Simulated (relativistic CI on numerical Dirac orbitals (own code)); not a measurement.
**Level scheme of Rh XXV**

Method of calculation: Dirac-Coulomb-Breit CI, separate exchange-only KLI orbitals for each configuration, QED by a radiative potential, unscaled Slater integrals (own radial code, finite nucleus).

Configurations in the expansion (outside the closed core [Ne]): 3s2 3p6 3d3, 3s2 3p5 3d4, 3s 3p6 3d4, 3s2 3p6 3d2 4s, 3s2 3p6 3d2 4p, 3s2 3p6 3d2 4d, 3s2 3p6 3d2 4f, 3s2 3p5 3d3 4s, 3s2 3p5 3d3 4p, 3s2 3p6 3d 4s 4p, 3s 3p6 3d3 4s, 3p6 3d5, 3p5 3d6, 3s2 3p6 3d 4s2, 3s2 3p6 4s2 4p, 3s2 3p6 4s2 4d, 3s2 3p6 4s2 4f, 3p6 3d4 4s, 3p5 3d5 4s. Double excitations out of closed p, d and f shells are left out; levels of such configurations are missing from the list, as are those of other unlisted configurations, and high levels can miss mixing partners. These lack a partner that the ground configuration has and come out too high: 3s2 3p5 3d3 4p.

The lowest level is 3s2 3p6 3d3 4F_3/2, with 86 % of that term; Hund's rules for 3s2 3p6 3d3 give 4F with J = 3/2, in agreement.

| No. | Configuration | Term | J | E (eV) | % | Next component (%) | jj configuration (%) |
| --- | --- | --- | --- | --- | --- | --- | --- |
| 1 | 3s2 3p6 3d3 | 4F | 3/2 | 0.000 | 86 | 12 2D | 3d3/2^3 (69) |
| 2 | 3s2 3p6 3d3 | 4F | 5/2 | 3.256 | 95 | 4 2D | 3d3/2^2 3d5/2 (90) |
| 3 | 3s2 3p6 3d3 | 4F | 7/2 | 5.985 | 89 | 10 2G | 3d3/2^2 3d5/2 (50) |
| 4 | 3s2 3p6 3d3 | 4F | 9/2 | 7.932 | 66 | 27 2G | 3d3/2^2 3d5/2 (55) |
| 5 | 3s2 3p6 3d3 | 4P | 3/2 | 9.114 | 51 | 32 2P | 3d3/2^2 3d5/2 (77) |
| 6 | 3s2 3p6 3d3 | 4P | 1/2 | 10.363 | 75 | 25 2P | 3d3/2^2 3d5/2 (95) |
| 7 | 3s2 3p6 3d3 | 2G | 7/2 | 13.184 | 87 | 11 4F | 3d3/2 3d5/2^2 (64) |
| 8 | 3s2 3p6 3d3 | 2H | 9/2 | 13.721 | 56 | 26 4F | 3d3/2^2 3d5/2 (44) |
| 9 | 3s2 3p6 3d3 | 4P | 5/2 | 14.521 | 91 | 8 2D | 3d3/2 3d5/2^2 (62) |
| 10 | 3s2 3p6 3d3 | 2D | 3/2 | 16.367 | 48 | 38 4P | 3d3/2 3d5/2^2 (93) |
| 11 | 3s2 3p6 3d3 | 2P | 1/2 | 17.514 | 75 | 25 4P | 3d3/2 3d5/2^2 (95) |
| 12 | 3s2 3p6 3d3 | 2H | 11/2 | 18.617 | 100 |  | 3d3/2 3d5/2^2 (100) |
| 13 | 3s2 3p6 3d3 | 2D | 5/2 | 20.107 | 90 | 5 4P | 3d3/2 3d5/2^2 (65) |
| 14 | 3s2 3p6 3d3 | 2G | 9/2 | 20.951 | 55 | 37 2H | 3d5/2^3 (74) |
| 15 | 3s2 3p6 3d3 | 2P | 3/2 | 23.676 | 59 | 29 2D | 3d5/2^3 (84) |
| 16 | 3s2 3p6 3d3 | 2F | 5/2 | 24.624 | 88 | 11 2D | 3d3/2 3d5/2^2 (50) |
| 17 | 3s2 3p6 3d3 | 2F | 7/2 | 24.674 | 96 | 4 2G | 3d3/2 3d5/2^2 (86) |
| 18 | 3s2 3p6 3d3 | 2D | 3/2 | 36.905 | 99 |  | 3d3/2 3d5/2^2 (84) |
| 19 | 3s2 3p6 3d3 | 2D | 5/2 | 37.095 | 87 | 10 2F | 3d5/2^3 (62) |
| 20 | 3p5 3d4(5D) | 6D° | 5/2 | 137.612 | 67 | 11 6P° | 3p3/2^3 3d3/2^3 3d5/2 (58) |
| 21 | 3p5 3d4(5D) | 6D° | 3/2 | 137.829 | 57 | 14 6P° | 3p3/2^3 3d3/2^4 (39) |
| 22 | 3p5 3d4(5D) | 6D° | 7/2 | 138.103 | 72 | 15 6F° | 3p3/2^3 3d3/2^2 3d5/2^2 (56) |
| 23 | 3p5 3d4(5D) | 6D° | 9/2 | 139.299 | 74 | 17 6F° | 3p3/2^3 3d3/2^2 3d5/2^2 (47) |
| 24 | 3p5 3d4(5D) | 6D° | 1/2 | 140.706 | 72 | 19 4P° | 3p3/2^3 3d3/2^3 3d5/2 (56) |
| 25 | 3p5 3d4(5D) | 6F° | 11/2 | 146.034 | 82 | 15 4G° | 3p3/2^3 3d3/2^2 3d5/2^2 (43) |
| 26 | 3p5 3d4(5D) | 6P° | 3/2 | 147.565 | 34 | 21 4D° | 3p3/2^3 3d3/2^3 3d5/2 (60) |
| 27 | 3p5 3d4(3P) | 4P° | 3/2 | 148.370 | 23 | 17 6P° | 3p3/2^3 3d3/2^3 3d5/2 (32) |
| 28 | 3p5 3d4(5D) | 6F° | 5/2 | 149.112 | 25 | 25 4D° | 3p3/2^3 3d3/2^2 3d5/2^2 (54) |
| 29 | 3p5 3d4(5D) | 6F° | 9/2 | 149.480 | 52 | 25 4F° | 3p3/2^3 3d3/2^2 3d5/2^2 (46) |
| 30 | 3p5 3d4(3F) | 4D° | 7/2 | 149.481 | 42 | 15 2F° | 3p3/2^3 3d3/2^3 3d5/2 (61) |
| 31 | 3p5 3d4(5D) | 6F° | 7/2 | 150.100 | 41 | 37 4F° | 3p3/2^3 3d3/2^2 3d5/2^2 (50) |
| 32 | 3p5 3d4(3F) | 4D° | 1/2 | 150.434 | 65 | 13 6F° | 3p3/2^3 3d3/2^2 3d5/2^2 (70) |
| 33 | 3p5 3d4(3G) | 4F° | 5/2 | 150.838 | 40 | 29 4D° | 3p3/2^3 3d3/2^3 3d5/2 (50) |
| 34 | 3p5 3d4(3F) | 4F° | 9/2 | 151.411 | 28 | 23 4H° | 3p3/2^3 3d3/2^3 3d5/2 (61) |
| 35 | 3p5 3d4(3G) | 4F° | 3/2 | 151.982 | 46 | 19 4D° | 3p3/2^3 3d3/2^2 3d5/2^2 (57) |
| 36 | 3p5 3d4(3H) | 4H° | 11/2 | 153.268 | 52 | 20 4I° | 3p3/2^3 3d3/2^2 3d5/2^2 (60) |
| 37 | 3p5 3d4(3F) | 4F° | 7/2 | 153.400 | 46 | 18 4G° | 3p3/2^3 3d3/2^2 3d5/2^2 (45) |
| 38 | 3p5 3d4(3D) | 4P° | 3/2 | 153.799 | 32 | 31 4D° | 3p3/2^3 3d3/2^2 3d5/2^2 (64) |
| 39 | 3p5 3d4(3H) | 4H° | 13/2 | 154.664 | 60 | 39 4I° | 3p3/2^3 3d3/2^2 3d5/2^2 (86) |
| 40 | 3p5 3d4(3H) | 4H° | 7/2 | 154.838 | 30 | 26 4D° | 3p3/2^3 3d3/2^2 3d5/2^2 (70) |
| 41 | 3p5 3d4(3F) | 4F° | 5/2 | 155.036 | 34 | 22 4P° | 3p3/2^3 3d3/2^2 3d5/2^2 (66) |
| 42 | 3p5 3d4(3F) | 4G° | 11/2 | 155.447 | 58 | 16 2H° | 3p3/2^3 3d3/2^2 3d5/2^2 (43) |
| 43 | 3p5 3d4(3D) | 4P° | 5/2 | 156.013 | 40 | 31 4D° | 3p3/2^3 3d3/2^2 3d5/2^2 (55) |
| 44 | 3p5 3d4(3F) | 4G° | 9/2 | 156.379 | 38 | 26 4H° | 3p3/2^3 3d3/2 3d5/2^3 (44) |
| 45 | 3p5 3d4(3H) | 4I° | 15/2 | 156.819 | 85 | 15 2K° | 3p3/2^3 3d3/2^2 3d5/2^2 (78) |

Energies count from the lowest computed level; ° marks odd parity. Percentages are summed over parent terms; the parents shown are those of the largest component, closed shells are left out there. Filled j subshells are mostly left out of the jj labels.

The mean weight of the leading LS term, summed over parents, in these 45 levels is 62 %, and that of the leading jj configuration (from the same eigenvectors) 63 %.

At this charge energies of transitions that change n are usually good to better than 1 %, and those within a shell (Δn = 0) to a few per cent. Terms inside the open d or f shell come out 10 to 20 % too wide with unscaled integrals.

LS names give the leading component of a level, which can be under half, so a name can repeat, a term be missing and a line seem to break the LS rules.
